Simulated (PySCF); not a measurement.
A structure optimised at PBE-D3(BJ)/def2-TZVP, used in a PySCF frequency run:

```xyz
9

C      1.1875     0.0000    -0.1683
N      0.0000     0.0000     0.6360
C     -1.1875     0.0000    -0.1683
H      1.2244    -0.8845    -0.8397
H      1.2244     0.8845    -0.8397
H      2.0859     0.0000     0.4633
H     -1.2244    -0.8845    -0.8397
H     -2.0859     0.0000     0.4633
H     -1.2244     0.8845    -0.8397
```
Charge 0, spin multiplicity 2.

**Question.** Write its SMILES, formula and point group.

**Answer.** C[N]C, C2H6N, C2v

**Question.** What are its rotational constants (standard atomic weights)?

**Answer.** 39.966, 9.7483, 8.6867 GHz
